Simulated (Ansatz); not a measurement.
Cl$_{2}$H$_{3}$InSi (`[SiH3][In]([Cl])[Cl]`). The species carries charge 0 and has multiplicity 1. In takes the def2 core potential. The geometry is a stationary point of PBE0-D4/def2-TZVP.

```xyz
7

Si    1.171    0.493   -0.034
In   -1.188   -0.481    0.034
Cl   -1.791   -2.520   -0.913
Cl   -3.026    0.518    1.051
H     2.029   -0.326    0.859
H     1.134    1.899    0.432
H     1.670    0.417   -1.429
```

What is the dipole moment at B3LYP/def2-TZVPP? (Best estimate.)

The calculation gave: 3.88 D, with components (3.56, 1.53, -0.10) D in this frame, pointing from negative to positive charge.

And with PBE, r2SCAN, ωB97M-V? (Best estimate.)

Ansatz gave: PBE 3.71 D, r2SCAN 3.88 D, ωB97M-V 3.87 D.

Give the Mulliken charges with B3LYP, r2SCAN, PBE in def2-TZVPP. (Best estimate.)

Ansatz gave: 
```csv
atom,B3LYP,r2SCAN,PBE
Si1,0.08,0.10,0.01
In2,0.73,0.75,0.71
Cl3,-0.37,-0.38,-0.34
Cl4,-0.37,-0.37,-0.34
H5,-0.03,-0.04,-0.01
H6,-0.02,-0.03,-0.01
H7,-0.03,-0.03,-0.01
```

B3LYP here is the variant with VWN-RPA as its local correlation; programs differ in this.
